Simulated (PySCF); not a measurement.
GeH5Si, SMILES [SiH2][GeH3] (connectivity only; charge and spin as stated), charge +1, multiplicity 1. Geometry optimised at PBE0-D3(BJ)/def2-TZVP. The spin state was assumed, not searched. The isomer is the one that the SMILES or the coordinates give; other isomers of the formula were not compared.

PySCF with TDA-ωB97X/def2-SVPD puts the lowest singlet excitations at 3.84, 5.20, 5.96, 6.00, 8.36, 8.51 eV.

### Question
What are the lowest excitation roots from PySCF 2.14.0 with ADC(2)/aug-cc-pVDZ? (An estimate is asked for; the answer gives what the named calculation found.)

### Answer
3.93, 5.50, 6.03, 6.30, 8.57, 8.59 eV. S1 differs by 0.09 eV (second minus first; roots are paired by order, and the bases may differ).
